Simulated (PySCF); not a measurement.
C3H3N, SMILES C(C=C)#N. Geometry optimised at B3LYP-D3(BJ)/def2-SVP.

The numbers are results of B3LYP-D3(BJ)/def2-SVP in PySCF, not measurements.

Harmonic wavenumbers (cm⁻¹): 231, 350, 570, 710, 889, 980, 1002, 1097, 1298, 1422, 1687, 2361, 3154, 3172, 3260. Rotational constants (GHz): 50.40, 4.917, 4.480; symmetry number 1.

Task: Work out the zero-point energy and the ideal-gas rigid-rotor harmonic-oscillator thermochemistry at 298.15 K and 1 atm.

Result: ZPE = ½ Σ hcν = ½ × 22183 cm⁻¹ = 132.68 kJ/mol. H − E(el) = 146.12 kJ/mol. Entropy in J/(mol K): translation 158.28, rotation 97.01, vibration 17.95, total 273.23. G − E(el) = 64.65 kJ/mol. Cp = 63.11 J/(mol K).
